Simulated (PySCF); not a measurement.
## An isoelectronic set: 131 electrons

PBE0 in PySCF with def2-SVP on every atom (core potentials on Cd, In, Sn, Sb, Hg, Tl, Pb, Bi), for the lowest determinant that a PBE0 search found; no spin–orbit coupling. All have 131 electrons, 7 of them in the valence shells, and the same state, a quartet (σ ↑, π ↑↑). For ions De leads to the atom and ion picked by measured ionisation energies and electron affinities.

| species | difference of nuclear charges | Re (Å) | ωe (cm⁻¹) | k (mdyn/Å) | De (eV) | dissociates to | Mayer bond order |
| --- | --- | --- | --- | --- | --- | --- | --- |
| HgSb | 29 | 3.487 | 28.1 | 0.0353 | 0.05 | Hg + Sb | 0.23 |
| TlSn | 31 | 2.911 | 124 | 0.691 | 1.95 | Tl + Sn | 1.30 |
| InPb | 33 | 2.907 | 129 | 0.723 | 1.92 | In + Pb | 1.37 |
| CdBi | 35 | 3.130 | 68.9 | 0.206 | 0.20 | Cd + Bi | 0.57 |
| TlSb⁺ | 30 | 3.301 | 66.1 | 0.196 | n/a | Tl⁺ + Sb | 0.49 |
| SnPb⁺ | 32 | 2.859 | 148 | 0.982 | n/a | Sn⁺ + Pb | 1.63 |
| InBi⁺ | 34 | 3.197 | 76.6 | 0.256 | n/a | In⁺ + Bi | 0.65 |

Problem. Which member of the whole set has the stiffest bond, and how does it compare with the softest?

Solution. SnPb⁺ with k = 0.982 mdyn/Å, 28 times that of HgSb.

Weak bonds: CdBi, HgSb. Basis-set superposition, not corrected here, can be much of De in a small basis, most of all at correlated wavefunction levels. Functionals without a dispersion term scatter widely for such bonds, and LDA overbinds them. Spin–orbit coupling is left out, which matters for elements this heavy, above all for dissociation energies. States were picked by a PBE0 search and need not be the measured ground states.
